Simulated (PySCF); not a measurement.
A side-by-side comparison of computed properties.

First species: C₃H₆F₂SSi.
SMILES: `C=C(C)S[SiH](F)F`

Second species: C₅H₈NPSi.
SMILES: `C#CC(=C)/C=N\[SiH2]P`

Levels: wB97X-D/def2-SVPD for dipole moment, HOMO energy, LUMO energy, HOMO–LUMO gap, static isotropic polarisability and electronic spatial extent ⟨r²⟩ about the centre of nuclear charge; TDDFT wB97X-D/def2-SVPD for lowest singlet excitation; TDA wB97X-D/def2-SVPD for lowest triplet excitation (Tamm–Dancoff); GFN2-xTB for rotational constant A and rotational constant C. Geometries: GFN2-xTB. Each structure is a single optimised conformer of the isolated species, non-relativistic unless stated; the electronic structure was computed with PySCF and density fitting.

Dipoles, sizes and rotational constants follow the conformer. The torsions of the flexible species, by atom-mapped SMILES:
- `[CH2:1]=[C:2]([CH3:3])[S:4][SiH:5]([F:6])[F:7]`: C1–C2–S4–Si5 168°, C2–S4–Si5–F6 -55°
- `[CH:1]#[C:2][C:3](=[CH2:4])/[CH:5]=[N:6]\[SiH2:7][PH2:8]`: C2–C3–C5–N6 -152°, C5–N6–Si7–P8 -90°, H–P8–Si7–N6 -143°, H–P8–Si7–N6 -50°

(1) Which has the higher static isotropic polarisability?

(2) Which of the two has the higher rotational constant A, and by how much?

(3) Which of the two has the higher LUMO energy, and by how much?

(4) Which has the higher S1 energy?

(5) Which has the higher rotational constant C?

(6) Which has the higher HOMO energy?

(7) Which of the two has the higher ⟨r²⟩, and by how much?

(8) Which of the two has the higher dipole moment, and by how much?

## Answers

(1) The second: 122.0 au against 80.6 au, a difference of 41.4 au.

(2) The second: 3.658 GHz against 3.461 GHz, a difference of 0.197 GHz.

(3) The first: 1.28 eV against -0.43 eV, a difference of 1.71 eV.

(4) The first: 5.36 eV against 3.52 eV, a difference of 1.84 eV.

(5) The first: 0.920 GHz against 0.589 GHz, a difference of 0.331 GHz.

(6) The first: -8.88 eV against -8.97 eV, a difference of 0.09 eV.

(7) The second: 1878 bohr² against 1226 bohr², a difference of 652 bohr².

(8) The first: 2.92 D against 1.45 D, a difference of 1.47 D.

On the first: The polarisability is 11.94 Å³ as a volume (1 au = 0.148185 Å³), or 1.12 au for each of the 72 electrons. S1 lies 4.80 eV below the HOMO–LUMO gap; its leading configuration is HOMO→LUMO, weight 0.89. GFN2-xTB frequencies show an imaginary mode (29i cm⁻¹), so this geometry is no minimum at that level.

On the second: The dipole equals about 4.8 × 10⁻³⁰ C·m (1 D = 3.33564 × 10⁻³⁰ C·m). The polarisability is 18.08 Å³ as a volume (1 au = 0.148185 Å³), or 1.65 au for each of the 74 electrons.
